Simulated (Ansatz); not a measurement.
Single points on `c1csc(-c2ccc(-c3ccc(-c4ccc(-c5cccs5)s4)s3)s2)c1`.

```yaml
crystal:
  periodic: [false, false, false]
  atoms:
    - {symbol: C, position_ang: [-8.502195, 1.809650, -0.254969]}
    - {symbol: C, position_ang: [-9.091165, 0.559647, -0.204498]}
    - {symbol: S, position_ang: [-7.908715, -0.702412, -0.130955]}
    - {symbol: C, position_ang: [-6.585003, 0.447219, -0.166988]}
    - {symbol: C, position_ang: [-5.215467, -0.008906, -0.126186]}
    - {symbol: C, position_ang: [-4.718906, -1.311064, -0.055109]}
    - {symbol: C, position_ang: [-3.306744, -1.378182, -0.030897]}
    - {symbol: C, position_ang: [-2.687945, -0.126996, -0.082881]}
    - {symbol: C, position_ang: [-1.285072, 0.195916, -0.074187]}
    - {symbol: C, position_ang: [-0.661669, 1.444776, -0.135357]}
    - {symbol: C, position_ang: [0.749623, 1.374615, -0.100846]}
    - {symbol: C, position_ang: [1.242316, 0.070371, -0.012362]}
    - {symbol: C, position_ang: [2.605164, -0.390130, 0.046592]}
    - {symbol: C, position_ang: [3.094094, -1.697119, 0.115914]}
    - {symbol: C, position_ang: [4.505409, -1.773439, 0.151388]}
    - {symbol: C, position_ang: [5.130993, -0.526383, 0.115646]}
    - {symbol: C, position_ang: [6.546343, -0.233303, 0.146562]}
    - {symbol: C, position_ang: [7.595340, -1.076724, 0.513495]}
    - {symbol: C, position_ang: [8.872196, -0.457714, 0.415122]}
    - {symbol: C, position_ang: [8.801199, 0.853477, -0.019885]}
    - {symbol: S, position_ang: [7.167722, 1.335117, -0.327596]}
    - {symbol: S, position_ang: [3.935367, 0.752249, 0.045615]}
    - {symbol: S, position_ang: [-0.083204, -1.077252, 0.028603]}
    - {symbol: S, position_ang: [-3.895285, 1.142817, -0.163146]}
    - {symbol: C, position_ang: [-7.081047, 1.749306, -0.233910]}
    - {symbol: H, position_ang: [-9.077399, 2.744093, -0.305530]}
    - {symbol: H, position_ang: [-10.158094, 0.306133, -0.205902]}
    - {symbol: H, position_ang: [-5.375600, -2.191475, -0.021406]}
    - {symbol: H, position_ang: [-2.738037, -2.317015, 0.023354]}
    - {symbol: H, position_ang: [-1.227570, 2.384328, -0.203919]}
    - {symbol: H, position_ang: [1.408783, 2.253094, -0.139849]}
    - {symbol: H, position_ang: [2.432369, -2.574478, 0.129252]}
    - {symbol: H, position_ang: [5.067655, -2.716203, 0.180320]}
    - {symbol: H, position_ang: [7.434265, -2.104738, 0.864880]}
    - {symbol: H, position_ang: [9.817928, -0.957474, 0.665648]}
    - {symbol: H, position_ang: [9.618630, 1.566719, -0.179953]}
    - {symbol: H, position_ang: [-6.426269, 2.631480, -0.266064]}
basis:
  gaussian: {orbitals: def2-SVP, fitting: {mean_field: def2-universal-jkfit}, initial_orbitals: start.molden}
hamiltonian: {xc: {name: LC-wPBE, parameters: {omega: 0.3/bohr}}}
scf: {omitted_lower_state_checks: [starts]}
output: {orbitals: {seedname: orbitals}}
```

The file start.molden holds the orbitals of an earlier run on this structure, at another level or in another basis.

```sh
$ ansatz run in.yaml --threads 2 --pin off --events-out ev --progress --plain --max-ram 32768MiB --backend cuda --devices 0, --max-vram 18GiB
```

Shortened log:

```
Functional definition: LC-wPBE
2356 factors; integrals over basis functions are off by at most 2.2e-1 eV
2356 factors; integrals over basis functions are off by at most 3.3e-7 eV
mean field evaluation 1: about -75044.4106 eV, gradient 1.7e1 eV
mean field evaluation 2: about -75045.2956 eV, gradient 7.6e-1 eV
mean field evaluation 4: about -75045.3343 eV, gradient 1.4e-1 eV
mean field evaluation 8: about -75045.3343 eV, gradient 1.4e-5 eV
mean field -75045.33434322 eV, -2757.8651695587 hartree, gradient 1.4e-5 eV, S^2 0.000000; 0 other end points of the search recorded, 0 dependent functions left out
reference -75045.33434324 eV, -2757.8651695596 hartree; 106, 106 occupied and 324, 324 virtual orbitals, 2356 factors
Total energy: -75045.33434324 eV, -2757.8651695596 hartree
Checks for a lower state left out: starts
```

It took 18 s on 2 threads of AMD EPYC 7R13 on a shared host and a share (18 GiB) of an NVIDIA H100 80GB HBM3.

First input, but with `gaussian: {orbitals: def2-TZVP, fitting: {mean_field: def2-universal-jkfit}, initial_orbitals: start.molden}`, `hamiltonian: {xc: r2scan, dispersion: d4}`, `output: {forces: true, orbitals: {seedname: orbitals}}` (abridged; 31 s):

```
Functional definition: r2SCAN
mean field -75105.65908856 eV, -2760.0820630605 hartree, gradient 2.2e-5 eV, S^2 0.000000
Total energy: -75106.14699195 eV, -2760.0999931793 hartree
Atom 0 force    -0.073525    -0.244719     0.010331 eV/Å
Atom 1 force     0.021410     0.181865    -0.008274 eV/Å
Atom 2 force     0.014665     0.709723    -0.031581 eV/Å
Atom 3 force    -0.158953     0.166734    -0.009112 eV/Å
Atom 4 force     0.137607    -0.183964     0.011537 eV/Å
Atom 5 force    -0.047253     0.214036    -0.011507 eV/Å
Atom 6 force     0.057552     0.202607    -0.009207 eV/Å
Atom 7 force    -0.125101    -0.165768     0.009684 eV/Å
Atom 8 force     0.124677     0.163119    -0.006977 eV/Å
Atom 9 force    -0.053984    -0.201194     0.012376 eV/Å
Atom 10 force     0.035014    -0.204611     0.013749 eV/Å
Atom 11 force    -0.109483     0.172056    -0.014273 eV/Å
Atom 12 force     0.115919    -0.171936     0.018545 eV/Å
Atom 13 force    -0.047443     0.201282    -0.016635 eV/Å
Atom 14 force     0.053764     0.200081    -0.017563 eV/Å
Atom 15 force    -0.166658    -0.188271     0.032004 eV/Å
Atom 16 force     0.227140    -0.077425     0.018239 eV/Å
Atom 17 force    -0.133541     0.150348    -0.047809 eV/Å
Atom 18 force    -0.052984     0.227069    -0.072351 eV/Å
Atom 19 force     0.057446    -0.149447     0.045305 eV/Å
Atom 20 force     0.322495    -0.617298     0.244949 eV/Å
Atom 21 force    -0.023890    -0.668022     0.013950 eV/Å
Atom 22 force     0.032538     0.631411    -0.036020 eV/Å
Atom 23 force    -0.025593    -0.636556     0.030833 eV/Å
Atom 24 force     0.067081    -0.218238     0.011013 eV/Å
Atom 25 force     0.294035    -0.478826     0.025802 eV/Å
Atom 26 force     0.587220     0.142043    -0.000338 eV/Å
Atom 27 force     0.334544     0.432449    -0.016511 eV/Å
Atom 28 force    -0.290378     0.469868    -0.027377 eV/Å
Atom 29 force     0.288685    -0.468141     0.033031 eV/Å
Atom 30 force    -0.335084    -0.436129     0.017374 eV/Å
Atom 31 force     0.333966     0.434644    -0.010266 eV/Å
Atom 32 force    -0.280070     0.472634    -0.016129 eV/Å
Atom 33 force     0.081732     0.521342    -0.176262 eV/Å
Atom 34 force    -0.482936     0.257625    -0.128444 eV/Å
Atom 35 force    -0.446674    -0.398139     0.091698 eV/Å
Atom 36 force    -0.333941    -0.442252     0.016214 eV/Å
Dipole moment:     0.049048    -0.079728     0.032967 e Å
Checks for a lower state left out: starts
```

The first input with `gaussian: {orbitals: def2-TZVP, fitting: {mean_field: def2-universal-jkfit}, initial_orbitals: start.molden}`, `hamiltonian: {xc: pbe0, dispersion: d4}` (abridged; 16 s):

```
Functional definition: PBE0
mean field -75077.05380566 eV, -2759.0308383031 hartree, gradient 1.1e-5 eV, S^2 0.000000
Total energy: -75078.58761574 eV, -2759.0872047838 hartree
Checks for a lower state left out: starts
```

The first input with `hamiltonian: {xc: {name: LC-wPBE, parameters: {omega: 0.15/bohr}}}` (abridged; 15 s):

```
Functional definition: LC-wPBE
mean field -75040.40926029 eV, -2757.6841760994 hartree, gradient 1.3e-5 eV, S^2 0.000000
Total energy: -75040.40926039 eV, -2757.6841761030 hartree
Checks for a lower state left out: starts
```

As the first input, with `hamiltonian: {xc: {name: LC-wPBE, parameters: {omega: 0.1/bohr}}}` (abridged; 19 s):

```
Functional definition: LC-wPBE
mean field -75038.66659665 eV, -2757.6201343919 hartree, gradient 2.3e-5 eV, S^2 0.000000
Total energy: -75038.66659691 eV, -2757.6201344014 hartree
Checks for a lower state left out: starts
```

Geometry: PBE-D4/def2-SVP.

Single mean-field runs in def2-SVP, def2-TZVP are fitted with def2-universal-jkfit.
